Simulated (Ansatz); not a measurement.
Basis-set series for `F[C](F)(F)[Ge]([F])([F])[F]`. The species carries charge 0 and has multiplicity 1. Geometry: relaxed with PBE0-D4/def2-TZVP.

```json
{"functional": "PBE0-D4", "basis": "def2-SVP", "functions": "130", "energy (Eh)": "-2712.65517", "HOMO (eV)": "-10.62", "LUMO (eV)": "-1.02"}
{"functional": "PBE0-D4", "basis": "def2-QZVPP", "functions": "488", "energy (Eh)": "-2713.78658", "HOMO (eV)": "-10.77", "LUMO (eV)": "-1.29"}
{"functional": "ωB97M-V", "basis": "def2-SVP", "functions": "130", "energy (Eh)": "-2713.25311", "HOMO (eV)": "-12.87", "LUMO (eV)": "1.13"}
{"functional": "ωB97M-V", "basis": "def2-QZVPP", "functions": "488", "energy (Eh)": "-2714.39426", "HOMO (eV)": "-13.05", "LUMO (eV)": "0.73"}
```

Question: Give the rows for def2-TZVPP. (An estimate is asked.)

Answer: Ansatz gave: 
```tsv
functional	basis	functions	energy (Eh)	HOMO (eV)	LUMO (eV)
PBE0-D4	def2-TZVPP	265	-2713.70714	-10.71	-1.14
ωB97M-V	def2-TZVPP	265	-2714.31855	-12.99	0.98
```

Positive LUMOs are unbound and depend on the basis. Scalar relativity is left out up to krypton.
